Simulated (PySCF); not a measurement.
# ²⁹Si chemical shifts

- GFN2-xTB structure
- GIAO PBE0/pcSseg-1 shieldings
- program: PySCF 2.14
- one averaged value for each set of equivalent atoms, non-relativistic Hamiltonian, no solvent model, a single conformation

Shieldings were converted by a linear fit to measured shifts: ²⁹Si (scatter 8.9 ppm rms, 25.8 ppm with the 6 outliers that the fit left out vs TMS, solution or neat liquid). A few per cent of atoms miss by over 2 rms, more outside the fitted compound classes.

(1) Give the ²⁹Si shifts of `O=C/C(=C\C(F)(F)F)[SiH2][SiH3]`.

(2) Match the shifts -21.6, -40.4, -48.8, -61.7, -69.9 ppm to `C[SiH3]`, `C[C@@H]1[SiH2]C[C@H]1OC(F)(F)F`, `C=C(C)[SiH2][C@@H](F)OC(F)F`, `O=S(=O)(Cl)c1ccc([SiH3])cc1`, `FC[SiH]1OCCCO1`.

Answers

(1) 
```
                                                             compound                        environment  δ (ppm)
[O:1]=[CH:2]/[C:3](=[CH:4]\[C:5]([F:6])([F:7])[F:8])[SiH2:9][SiH3:10]  Si9: silicon bonded to C, Si, 2 H    -59.2
[O:1]=[CH:2]/[C:3](=[CH:4]\[C:5]([F:6])([F:7])[F:8])[SiH2:9][SiH3:10]    Si10: silicon bonded to Si, 3 H    -99.7
```

(2) -21.6: FC[SiH]1OCCCO1 (silicon bonded to C, 2 O, H, in a 6-membered ring); -40.4: C=C(C)[SiH2][C@@H](F)OC(F)F (silicon bonded to 2 C, 2 H); -48.8: C[C@@H]1[SiH2]C[C@H]1OC(F)(F)F (silicon bonded to 2 C, 2 H, in a 4-membered ring); -61.7: O=S(=O)(Cl)c1ccc([SiH3])cc1 (silicon bonded to C, 3 H); -69.9: C[SiH3] (silicon bonded to C, 3 H).
